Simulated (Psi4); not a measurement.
C3H9In, singlet, geometry from GFN2-xTB (such geometries of metal compounds can be far from the true shape) (all electrons, no relativity); B3LYP/STO-3G (Psi4).

The Psi4 input:
```
memory 2 GB

molecule mol {
0 1
In   -0.000271    0.000588   -0.000699
C    -1.547414   -1.603627   -0.255167
H    -1.476459   -2.031502   -1.255105
H    -2.545325   -1.184255   -0.130214
H    -1.399044   -2.394809    0.478474
C    -0.162120    1.916997   -1.155486
H     0.802561    2.172802   -1.592476
H    -0.463524    2.724526   -0.488383
H    -0.900661    1.823226   -1.950320
C     1.711036   -0.315964    1.413937
H     2.336469    0.574228    1.462973
H     2.317505   -1.157123    1.078655
H     1.332729   -0.540359    2.410941
}

set {
  basis sto-3g
  reference rks
  scf_type pk
}

energy('b3lyp')
print_variables()
```

Output, abridged:

```
   => Loading Basis Set <=

    Name: STO-3G
    Role: ORBITAL
    Keyword: BASIS

         ---------------------------------------------------------
                                   SCF
               by Justin Turney, Rob Parrish, Andy Simmonett
                          and Daniel G. A. Smith
                              RKS Reference
         ---------------------------------------------------------

  ==> Geometry <==

    Molecular point group: c1
    Full point group: C1

    Geometry (in Angstrom), charge = 0, multiplicity = 1:

       Center              X                  Y                   Z               Mass
    ------------   -----------------  -----------------  -----------------  -----------------
         IN          -0.000215799341     0.000443816383    -0.000534904920   114.903878776000
         C           -1.547358799341    -1.603771183617    -0.255002904920    12.000000000000
         H           -1.476403799341    -2.031646183617    -1.254940904920     1.007825032230
         H           -2.545269799341    -1.184399183617    -0.130049904920     1.007825032230
         H           -1.398988799341    -2.394953183617     0.478638095080     1.007825032230
         C           -0.162064799341     1.916852816383    -1.155321904920    12.000000000000
         H            0.802616200659     2.172657816383    -1.592311904920     1.007825032230
         H           -0.463468799341     2.724381816383    -0.488218904920     1.007825032230
         H           -0.900605799341     1.823081816383    -1.950155904920     1.007825032230
         C            1.711091200659    -0.316108183617     1.414101095080    12.000000000000
         H            2.336524200659     0.574083816383     1.463137095080     1.007825032230
         H            2.317560200659    -1.157267183617     1.078819095080     1.007825032230
         H            1.332784200659    -0.540503183617     2.411105095080     1.007825032230

  Running in c1 symmetry.

  Rotational constants: A =      0.13122  B =      0.13063  C =      0.06796 [cm^-1]
  Rotational constants: A =   3933.96003  B =   3916.23166  C =   2037.29014 [MHz]
  Nuclear repulsion =  351.082407629891122

  Charge       = 0
  Multiplicity = 1
  Electrons    = 76
  Nalpha       = 38
  Nbeta        = 38

  ==> Algorithm <==

  SCF Algorithm Type is PK.
  DIIS enabled.
  MOM disabled.
  Fractional occupation disabled.
  Guess Type is SAD.
  Energy threshold   = 1.00e-06
  Density threshold  = 1.00e-06
[...]
   @RKS iter   3: -5803.18531354571405   -2.03408e-01   1.30098e-03 DIIS/ADIIS
   @RKS iter   4: -5803.18788375836539   -2.57021e-03   3.14464e-04 DIIS/ADIIS
   @RKS iter   5: -5803.18806032820794   -1.76570e-04   3.79007e-05 DIIS
   @RKS iter   6: -5803.18806351421699   -3.18601e-06   1.51940e-06 DIIS
   @RKS iter   7: -5803.18806351759667   -3.37968e-09   1.43115e-06 DIIS
   @RKS iter   8: -5803.18806352119282   -3.59614e-09   8.91937e-08 DIIS
  Energy and wave function converged.

  ==> Post-Iterations <==

   Electrons on quadrature grid:
      Ntotal   =   75.9999927946 ; deviation = -7.205e-06

    Orbital Energies [Eh]
    ---------------------

    Doubly Occupied:

[...]
    Virtual:

[...]
      51A      0.523040

    Final Occupation by Irrep:
              A
    DOCC [    38 ]
    NA   [    38 ]
    NB   [    38 ]

  @RKS Final Energy: -5803.18806352119282

   => Energetics <=

    Nuclear Repulsion Energy =            351.0824076298911223
    One-Electron Energy =               -8728.3424076930823503
    Two-Electron Energy =                2715.7278262669833566
    DFT Exchange-Correlation Energy =    -141.6558897249843767
    Empirical Dispersion Energy =           0.0000000000000000
    VV10 Nonlocal Energy =                  0.0000000000000000
    Total Energy =                      -5803.1880635211928166

Computation Completed

Properties will be evaluated at   0.000000,   0.000000,   0.000000 [a0]

Properties computed using the SCF density matrix

 Multipole Moments:

 ------------------------------------------------------------------------------------
     Multipole            Electronic (a.u.)      Nuclear  (a.u.)        Total (a.u.)
 ------------------------------------------------------------------------------------

 L = 1.  Multiply by 2.5417464519 to convert [e a0] to [Debye]
 Dipole X            :         -0.0097286            0.0078976           -0.0018310
 Dipole Y            :          0.0222403           -0.0207415            0.0014988
 Dipole Z            :         -0.0258689            0.0235634           -0.0023055
 Magnitude           :                                                    0.0033037

 ------------------------------------------------------------------------------------

  Variable Map:
  ----------------------------------------------------------------------------
[...]
  Array Variable Map:
  ----------------------------------------------------------------------------
[...]
[...]
```
